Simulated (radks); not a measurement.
All-electron atom: Nd+ in [Xe] 4f4 6s1. Calculated with a radial shooting solver on a logarithmic mesh with Libxc functionals: Dirac Kohn-Sham, PBE, spin-unpolarised, spherical densities, finite nucleus; open shells fill j = l - 1/2 first; Fermi nuclear charge, rms radius 4.9123 fm. Some entries of the table are withheld. Estimate them.

orbital  occ.  eigenvalue (eV)  <r^2> (bohr^2)
1s1/2       2        -43363.04       0.0007600
2s1/2       2        -7015.379             (1)
2p1/2       2        -6637.557        0.008750
2p3/2       4        -6117.495         0.01000
3s1/2       2        -1526.339         0.08095
3p1/2       2              (2)         0.07597
3p3/2       4              (3)         0.08332
3d3/2       4        -979.9665         0.06759
3d5/2       6        -957.5247         0.06967
4s1/2       2        -308.0854          0.4165
4p1/2       2        -247.1692             (4)
4p3/2       4        -224.6740             (5)
4d3/2       4        -124.5671          0.5716
4d5/2       6        -120.5944          0.5881
5s1/2       2              (6)           2.445
5p1/2       2         -30.1011           3.144
5p3/2       4         -27.0788           3.496
6s1/2       1          -8.1882           18.18
4f5/2       4          -7.7384             (7)
4f7/2       0          -7.3355             (8)

Answer. 
(1) 2s1/2 <r^2> (bohr^2): 0.01197
(2) 3p1/2 eigenvalue (eV): -1364.932
(3) 3p3/2 eigenvalue (eV): -1261.113
(4) 4p1/2 <r^2> (bohr^2): 0.4429
(5) 4p3/2 <r^2> (bohr^2): 0.4837
(6) 5s1/2 eigenvalue (eV): -46.3025
(7) 4f5/2 <r^2> (bohr^2): 1.688
(8) 4f7/2 <r^2> (bohr^2): 1.762
